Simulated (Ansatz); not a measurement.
Consider the redistribution: `CB(Cl)B[SiH3]` + `BS[CH2][GeH3]` → `BSCB[SiH3]` + `C[B](Cl)[GeH3]`.

Gas-phase electronic energies from Ansatz, PBE0-D4/def2-TZVP geometries. CBS: MP2 limit from def2 TZ/QZ plus the TZ coupled-cluster correction, frozen cores. Functionals use def2-TZVPP. For Ge outer-core shells are correlated without core-valence functions, which leaves a few kJ/mol of doubt a bond. Scalar relativity is left out up to krypton. One conformer a species, not always the lowest.

Q: Is it downhill or uphill in electronic energy at CCSD(T)/CBS, and by how much? (Estimate.)

A: Computed: Downhill: ΔE = -2.3 kcal/mol.

Q: What do these levels give: PBE0-D4, PBE, PBE0, HF/def2-QZVPP, HF/CBS(def2), MP2/CBS(def2)? (An estimate is asked.)

A: Ansatz gave: PBE0-D4 -2.5, PBE -2.5, PBE0 -2.5, HF/def2-QZVPP -1.2, HF/CBS(def2) -1.2, MP2/CBS(def2) -2.1 kcal/mol.

Largest T1 diagnostic among the species: 0.014.
